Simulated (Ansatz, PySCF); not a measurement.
Spin gap between two states, R1 and P1; the higher of the two is an excited state, each structure at its B3LYP-D3(BJ)/def2-TZVP stationary point, reached from a drawn start (curvature not checked).
R1, Be2O (SMILES [Be][O][Be]) (charge 0, multiplicity 1, Z-matrix in Å and degrees):
```
O
Be 1 1.4048
Be 1 1.4048 2 180.00
```
P1, Be2O (SMILES [Be][O][Be]) (charge 0, multiplicity 3):
```xyz
3

Be     0.00000     0.00000    -1.40772
O      0.00000     0.00000     0.00000
Be     0.00000     0.00000     1.40772
```

| level | spin gap (kcal/mol) |
|---|---|
| PBE/def2-TZVPP | -16.89 |
| PBE-D3(BJ)/def2-TZVPP | -16.89 |
| PBE-D4/def2-TZVPP | -16.89 |
| revPBE-D3(BJ)/def2-TZVPP | -17.79 |
| revPBE-D4/def2-TZVPP | -17.79 |
| r2SCAN-D3(BJ)/def2-TZVPP | -26.48 |
| B97M-V/def2-TZVPP | -12.40 |
| B3LYP/def2-TZVPP | -21.46 |
| B3LYP-D4/def2-TZVPP | -21.46 |
| PBE0/def2-TZVPP | -27.65 |
| PBE0-D3(BJ)/def2-TZVPP | -27.65 |
| M06-2X/def2-TZVPP | -28.67 |
| CAM-B3LYP/def2-TZVPP | -33.30 |
| CAM-B3LYP-D4/def2-TZVPP | -33.30 |
| wB97X-V/def2-TZVPP | -39.72 |
| B2PLYP-D3(BJ)/def2-TZVPP | -15.50 |
| MP2/cc-pVDZ | -17.30 |
| MP2/cc-pVQZ | -16.14 |
| CCSD(T)/cc-pVQZ | 4.25 |
| CCSD(T)/CBS(cc-pVTZ, cc-pVQZ) | 4.26 |

P less R. No zero-point or thermal terms; singlets are restricted closed shells; open shells are unrestricted.

Frozen-core correlation throughout. CBS(a, b) extrapolates the correlation energy as X⁻³ and adds the Hartree–Fock energy of set b.

Doubts at one or more of the structures used: other coupled-cluster roots may lie near (CCSD(T)/cc-pVQZ, CCSD(T)/CBS(cc-pVTZ, cc-pVQZ)); T1 above 0.05 (CCSD(T)/cc-pVQZ, CCSD(T)/CBS(cc-pVTZ, cc-pVQZ)).

Programs: Ansatz (a quantum-chemistry and plane-wave program); PySCF for M06-2X and the D3/D4 terms. No computed number here is a measurement.
